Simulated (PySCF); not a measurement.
## Correlation energy of S³⁺ (sulfur, charge +3)

[Ne] 3s2 3p1, 2P determinant. Calculation: PySCF 2.14, in x2c-TZVPPall (5s5p3d1f, 42 functions); scalar relativity by spin-free X2C-1e. Frozen: [Ne]; 3 electrons correlated.

| level | correlation energy (mhartree) |
| --- | --- |
| CCSD | -69.81 |
| (T) | -0.99 |
| CCSD(T) | -70.80 |
| CCSDT | -71.17 |

Diagnostics: T1 = 0.010, D1 = 0.0237, largest double amplitude 0.107.

Cost of the coupled-cluster step: roughly 0.9 core-seconds, for 3 correlated electrons.

Iterations:

```
CC2 = 0
CCSD nocc = (np.int64(2), np.int64(1)), nmo = (37, 37)
frozen orbitals [[0, 1, 2, 3, 4], [0, 1, 2, 3, 4]]
max_cycle = 100
direct = 0
conv_tol = 1e-08
conv_tol_normt = 1e-06
diis_space = 8
diis_start_cycle = 0
Init t2, MP2 energy = -0.0495733000364643
Init E_corr(UCCSD) = -0.0495733000370238
cycle = 1  E_corr(UCCSD) = -0.0623436821306231  dE = -0.0127703821  norm(t1,t2) = 0.0484005
cycle = 2  E_corr(UCCSD) = -0.0667283003911399  dE = -0.00438461826  norm(t1,t2) = 0.020307
cycle = 3  E_corr(UCCSD) = -0.0698156670753618  dE = -0.00308736668  norm(t1,t2) = 0.00921666
cycle = 4  E_corr(UCCSD) = -0.0697954524274369  dE = 2.02146479e-05  norm(t1,t2) = 0.00103065
cycle = 5  E_corr(UCCSD) = -0.0698148297643588  dE = -1.93773369e-05  norm(t1,t2) = 0.000119664
cycle = 6  E_corr(UCCSD) = -0.0698090031337495  dE = 5.82663061e-06  norm(t1,t2) = 2.1097e-05
cycle = 7  E_corr(UCCSD) = -0.0698113497295175  dE = -2.34659577e-06  norm(t1,t2) = 6.19086e-06
cycle = 8  E_corr(UCCSD) = -0.0698106622682455  dE = 6.87461272e-07  norm(t1,t2) = 1.94429e-06
cycle = 9  E_corr(UCCSD) = -0.0698106394256211  dE = 2.28426244e-08  norm(t1,t2) = 1.60892e-07
cycle = 10  E_corr(UCCSD) = -0.0698106546534063  dE = -1.52277852e-08  norm(t1,t2) = 5.32227e-08
cycle = 11  E_corr(UCCSD) = -0.0698106526139876  dE = 2.0394187e-09  norm(t1,t2) = 2.4204e-08
UCCSD converged
E(UCCSD) = -396.226417085976  E_corr = -0.0698106526139876
UCCSD(T) correction = -0.000991614172727117
```
